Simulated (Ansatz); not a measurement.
Ansatz (a quantum-chemistry and plane-wave program) input (HF/3-21G): The .json file is the Basis Set Exchange's 3-21G.

Ansatz 0.2 input:
```yaml
crystal:
  periodic: [false, false, false]
  atoms:
    - {symbol: O, position_ang: [-0.04596900, 1.49346800, 0.38279700]}
    - {symbol: Si, position_ang: [-0.15841900, -0.10114400, 0.41353900]}
    - {symbol: O, position_ang: [-1.14874800, -0.83050400, -0.60805800]}
    - {symbol: O, position_ang: [1.34962000, -0.40909800, -0.54256200]}
    - {symbol: H, position_ang: [-0.35954400, 2.11110600, 1.05087800]}
    - {symbol: H, position_ang: [0.03402100, -0.74419200, 1.70758100]}
    - {symbol: H, position_ang: [-1.97071200, -1.28423400, -0.39676700]}
    - {symbol: H, position_ang: [1.31532600, -1.02760600, -1.29374600]}
    - {symbol: H, position_ang: [1.95954900, 0.33001600, -0.71490700]}
basis:
  gaussian:
    orbitals: 3-21G.json
hamiltonian:
  xc: {name: HF}
total_charge: 1
relax: {f_tol: 0.003, max_steps: 120}
```

From the output:

```
reference -13974.19177281 eV, -513.5420756035 hartree; 21, 21 occupied and 29, 29 virtual orbitals, 536 factors
relax step   5: F+E_penalty+E_count = -13974.19177281 eV  Δ(F+E_penalty+E_count) = -4.737e-2 eV  max|allowed force component| = 1.614e-1 eV/Å  Δτ_max = 0.0768 Å  (36 SCF iters, accepted)
these checks for a lower state are left out or cut short: starts, cluster_reference, orbital_swaps, neighbouring_geometries, increment
integrals: 0.01 GiB planned
536 factors; integrals over basis functions are off by at most 2.4e-4 eV
mean field: 0.10 GiB planned
mean field evaluation 64: about -13974.2036 eV, gradient 7.9e-6 eV
mean field -13974.20360564 eV, -513.5425104520 hartree, gradient 7.9e-6 eV, S^2 0.000000; 0 other end points of the search recorded, 0 dependent functions left out
the calculation of the forces begins
reference -13974.20360564 eV, -513.5425104520 hartree; 21, 21 occupied and 29, 29 virtual orbitals, 536 factors
relax step   6: F+E_penalty+E_count = -13974.20360564 eV  Δ(F+E_penalty+E_count) = -1.183e-2 eV  max|allowed force component| = 3.902e-1 eV/Å  Δτ_max = 0.0838 Å  (35 SCF iters, accepted)
these checks for a lower state are left out or cut short: starts, cluster_reference, orbital_swaps, neighbouring_geometries, increment
integrals: 0.01 GiB planned
536 factors; integrals over basis functions are off by at most 2.3e-4 eV
mean field: 0.10 GiB planned
mean field -13974.21129904 eV, -513.5427931792 hartree, gradient 8.0e-6 eV, S^2 0.000000; 0 other end points of the search recorded, 0 dependent functions left out
the calculation of the forces begins
reference -13974.21129904 eV, -513.5427931792 hartree; 21, 21 occupied and 29, 29 virtual orbitals, 536 factors
relax step   7: F+E_penalty+E_count = -13974.21129904 eV  Δ(F+E_penalty+E_count) = -7.693e-3 eV  max|allowed force component| = 1.387e-1 eV/Å  Δτ_max = 0.0391 Å  (36 SCF iters, accepted)
these checks for a lower state are left out or cut short: starts, cluster_reference, orbital_swaps, neighbouring_geometries, increment
integrals: 0.01 GiB planned
536 factors; integrals over basis functions are off by at most 2.3e-4 eV
mean field: 0.10 GiB planned
mean field -13974.21338207 eV, -513.5428697292 hartree, gradient 7.9e-6 eV, S^2 0.000000; 0 other end points of the search recorded, 0 dependent functions left out
the calculation of the forces begins
reference -13974.21338207 eV, -513.5428697292 hartree; 21, 21 occupied and 29, 29 virtual orbitals, 536 factors
relax step   8: F+E_penalty+E_count = -13974.21338207 eV  Δ(F+E_penalty+E_count) = -2.083e-3 eV  max|allowed force component| = 9.099e-2 eV/Å  Δτ_max = 0.0303 Å  (35 SCF iters, accepted)
these checks for a lower state are left out or cut short: starts, cluster_reference, orbital_swaps, neighbouring_geometries, increment
integrals: 0.01 GiB planned
536 factors; integrals over basis functions are off by at most 2.3e-4 eV
mean field: 0.10 GiB planned
mean field -13974.21243744 eV, -513.5428350146 hartree, gradient 8.0e-6 eV, S^2 0.000000; 0 other end points of the search recorded, 0 dependent functions left out
the calculation of the forces begins
reference -13974.21243744 eV, -513.5428350146 hartree; 21, 21 occupied and 29, 29 virtual orbitals, 536 factors
relax step   9: F+E_penalty+E_count = -13974.21243744 eV  Δ(F+E_penalty+E_count) = +9.446e-4 eV  max|allowed force component| = 2.249e-1 eV/Å  Δτ_max = 0.0119 Å  (34 SCF iters, rejected (line search))
these checks for a lower state are left out or cut short: starts, cluster_reference, orbital_swaps, neighbouring_geometries, increment
integrals: 0.01 GiB planned
536 factors; integrals over basis functions are off by at most 2.3e-4 eV
mean field: 0.10 GiB planned
mean field evaluation 96: about -13974.2105 eV, gradient 1.3e0 eV
mean field -13974.21358481 eV, -513.5428771796 hartree, gradient 8.0e-6 eV, S^2 0.000000; 0 other end points of the search recorded, 0 dependent functions left out
the calculation of the forces begins
reference -13974.21358481 eV, -513.5428771796 hartree; 21, 21 occupied and 29, 29 virtual orbitals, 536 factors
relax step  10: F+E_penalty+E_count = -13974.21358481 eV  Δ(F+E_penalty+E_count) = -2.027e-4 eV  max|allowed force component| = 2.352e-2 eV/Å  Δτ_max = 0.0028 Å  (34 SCF iters, accepted)
these checks for a lower state are left out or cut short: starts, cluster_reference, orbital_swaps, neighbouring_geometries, increment
integrals: 0.01 GiB planned
536 factors; integrals over basis functions are off by at most 2.3e-4 eV
mean field: 0.10 GiB planned
mean field -13974.21360192 eV, -513.5428778083 hartree, gradient 8.0e-6 eV, S^2 0.000000; 0 other end points of the search recorded, 0 dependent functions left out
the calculation of the forces begins
reference -13974.21360192 eV, -513.5428778083 hartree; 21, 21 occupied and 29, 29 virtual orbitals, 536 factors
relax step  11: F+E_penalty+E_count = -13974.21360192 eV  Δ(F+E_penalty+E_count) = -1.711e-5 eV  max|allowed force component| = 1.751e-3 eV/Å  Δτ_max = 0.0016 Å  (34 SCF iters, accepted)
integrals: 0.01 GiB planned
536 factors; integrals over basis functions are off by at most 2.3e-4 eV
mean field: 0.10 GiB planned
mean field evaluation 128: about -13974.2135 eV, gradient 1.6e-1 eV
mean field -13974.21360192 eV, -513.5428778083 hartree, gradient 8.0e-6 eV, S^2 0.000000; 1 other end points of the search recorded, 0 dependent functions left out
the calculation of the forces begins
reference -13974.21360192 eV, -513.5428778083 hartree; 21, 21 occupied and 29, 29 virtual orbitals, 536 factors
Total energy: -13974.21360192 eV, -513.5428778083 hartree
Atom 0 at    -0.048193     1.436877     0.545491 Å, force     0.000580    -0.000577    -0.000889 eV/Å
Atom 1 at    -0.095787    -0.170219     0.505843 Å, force     0.000565    -0.001025     0.001751 eV/Å
Atom 2 at    -1.158877    -0.903758    -0.452467 Å, force     0.001044     0.000393    -0.000469 eV/Å
Atom 3 at     1.317555    -0.376893    -0.582412 Å, force     0.000062    -0.000362     0.000828 eV/Å
Atom 4 at    -0.495924     2.233394     0.826575 Å, force    -0.000737     0.000559     0.000200 eV/Å
Atom 5 at     0.233421    -0.851573     1.737519 Å, force    -0.000118     0.000450    -0.000944 eV/Å
Atom 6 at    -2.081417    -1.107842    -0.598002 Å, force    -0.000929     0.000142     0.000024 eV/Å
Atom 7 at     1.324411    -1.051795    -1.286395 Å, force     0.000264     0.001260     0.000200 eV/Å
Atom 8 at     1.979935     0.329621    -0.697397 Å, force    -0.000730    -0.000840    -0.000700 eV/Å
Dipole moment:     0.236346    -0.036609    -0.177178 e Å
```

The dipole moment of an ion depends on the origin.

The geometry given is a B3LYP-D3(BJ)/def2-TZVP minimum.
